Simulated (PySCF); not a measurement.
The vertical singlet excitations below were computed for one of the candidates. Level of theory: PySCF, TDDFT CAM-B3LYP/def2-SVPD, vertical, gas phase, core orbitals frozen in the response. Geometries: GFN2-xTB, one conformer each.

| state | E (eV) | f | main configurations (H = HOMO, L = LUMO) |
| --- | --- | --- | --- |
| S1 | 6.39 | 0.031 | H-1→L (79%), H→L (18%) |
| S2 | 6.62 | 0.274 | H→L (78%), H-1→L (17%) |
| S3 | 6.82 | 0.0045 | H→L+1 (42%), H→L+2 (33%) |
| S4 | 7.42 | 0.015 | H-2→L (43%), H-1→L+1 (16%), H→L+1 (14%) |
| S5 | 7.44 | 0.0050 | H-2→L (37%), H→L+1 (20%), H→L+2 (17%) |
| S6 | 7.57 | 0.015 | H-1→L+1 (56%), H→L+2 (18%) |
| S7 | 7.96 | 0.018 | H-3→L (75%), H-2→L (14%) |
| S8 | 8.04 | 0.017 | H-1→L+2 (39%), H-2→L+2 (18%) |

Triplets computed (Tamm–Dancoff): 4.14, 6.21, 6.39 eV.

Task: Which candidate is it? All have the formula C5H6ClFO.
A. `C[C@@]1(C(=O)Cl)C[C@H]1F`
B. `F[C@@H]1C=C(Cl)COC1`
C. `C/C(F)=C(/C)C(=O)Cl`

Result: B. Its S1, at 6.39 eV, is the highest among the candidates; the nearest of the others has S1 at 5.15 eV. S1 is HOMO-1→LUMO (79%), HOMO→LUMO (18%). Löwdin shares by element: HOMO carbon 58% or more, chlorine 24% (atoms not listed hold the other 17%); LUMO carbon 63% or more, chlorine 11% (atoms not listed hold the other 26%). At the same level the other candidates give, for their lowest levels:
- `C/C(F)=C(/C)C(=O)Cl`: 4.66 eV (f 0.000); 5.48 eV (f 0.310); 6.31 eV (f 0.000); 6.62 eV (f 0.025); 7.05 eV (f 0.000); T1 3.37 eV; HOMO -9.18, LUMO -0.89 eV
- `C[C@@]1(C(=O)Cl)C[C@H]1F`: 5.15 eV (f 0.000); 6.54 eV (f 0.024); 6.84 eV (f 0.155); 7.09 eV (f 0.021); 7.31 eV (f 0.013); T1 4.67 eV; HOMO -9.99, LUMO -0.18 eV
